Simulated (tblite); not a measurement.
F3In, triplet, geometry from GFN2-xTB (such geometries of metal compounds can be far from the true shape) (a higher spin typed on purpose: for a closed-shell molecule this is an excited state); GFN1-xTB run with tblite 0.6.0.

The tblite input:
```
$ tblite run mol.xyz --method gfn1 --charge 0 --spin 2 --efield 0,0,0.1 --json tblite.json --no-restart

# file mol.xyz
4

In    -0.00000000    -0.00000000    -0.00000000
F     -1.99079778    -1.21099599     0.03539377
F      0.01794243     2.18957193    -0.79780488
F      1.97285535    -0.97857595     0.76241111
```

Output, abridged:

```
xTB calculator
 | screened Coulomb repulsion
 | Coulomb electrostatics
 |  * isotropic Klopman-Ohno-Mataga-Nishimoto electrostatics
 |  * onsite third-order electrostatics
 | DFT-D3(BJ) dispersion correction
 | Interactions (1)
 | [1] electric field

halogen bonding energy    0.0000000000000E+00 Eh
repulsion energy          2.3169091463331E-04 Eh
dispersion energy        -5.2295327316288E-04 Eh
interaction energy        0.0000000000000E+00 Eh
number of electrons       2.4000000000000E+01 e
integral cutoff           4.0000000000000E+01 bohr

------------------------------------------------------------
  cycle        total energy    energy error   density error
------------------------------------------------------------
      1     -16.66207185151  -1.6661781E+01   3.1087762E-01
      2     -16.40399099064   2.5808086E-01   3.2911410E-01
      3     -16.19382389424   2.1016710E-01   3.6567602E-01
      4     -16.56704580911  -3.7322191E-01   2.4086729E-01
      5     -16.49946607401   6.7579735E-02   2.6099186E-01
      6     -16.40496322826   9.4502846E-02   2.8866947E-01
      7     -16.62302350083  -2.1806027E-01   2.0690818E-01
      8     -16.55344700399   6.9576497E-02   2.3698559E-01
      9     -16.43206291590   1.2138409E-01   2.7960478E-01
     10     -16.79840751281  -3.6634460E-01   1.1753869E-01
     11     -16.71546536667   8.2942146E-02   1.6211431E-01
     12     -16.81239213115  -9.6926764E-02   1.0267637E-01
     13     -16.78544621479   2.6945916E-02   1.2012633E-01
     14     -16.82696530625  -4.1519091E-02   8.4284359E-02
     15     -16.83274915090  -5.7838447E-03   7.7880704E-02
     16     -16.79052257322   4.2226578E-02   1.1547266E-01
     17     -16.77197295990   1.8549613E-02   1.2948986E-01
     18     -16.83842175652  -6.6448797E-02   7.0064304E-02
     19     -16.83962610230  -1.2043458E-03   6.9283643E-02
     20     -16.83361839939   6.0077029E-03   7.6168924E-02
     21     -16.84753292086  -1.3914521E-02   5.7178253E-02
     22     -16.83949244612   8.0404747E-03   6.8432938E-02
     23     -16.85012173372  -1.0629288E-02   5.2579819E-02
     24     -16.85022991990  -1.0818617E-04   5.2091982E-02
     25     -16.85877893191  -8.5490120E-03   3.3830663E-02
     26     -16.85785762558   9.2130633E-04   3.6143189E-02
     27     -16.86292181662  -5.0641910E-03   1.9268592E-02
     28     -16.86268554930   2.3626732E-04   2.0345821E-02
     29     -16.86449327701  -1.8077277E-03   8.9414959E-03
     30     -16.86450090892  -7.6319015E-06   8.8652592E-03
     31     -16.86487083232  -3.6992341E-04   3.2045780E-03
     32     -16.86488016876  -9.3364347E-06   2.9288185E-03
     33     -16.86492197943  -4.1810672E-05   9.2437787E-04
     34     -16.86492345241  -1.4729757E-06   7.6641910E-04
     35     -16.86492640541  -2.9530008E-06   2.0281175E-04
     36     -16.86492647505  -6.9648664E-08   1.6878043E-04
     37     -16.86492657347  -9.8419751E-08   1.0079070E-04
     38     -16.86492662773  -5.4252030E-08   1.2737089E-05
------------------------------------------------------------

electronic energy        -1.6864635365368E+01 Eh
total energy             -1.6864926627727E+01 Eh

Post processing:
 | Mayer-Wiberg bond orders

[Info] JSON dump of results written to 'tblite.json'
```
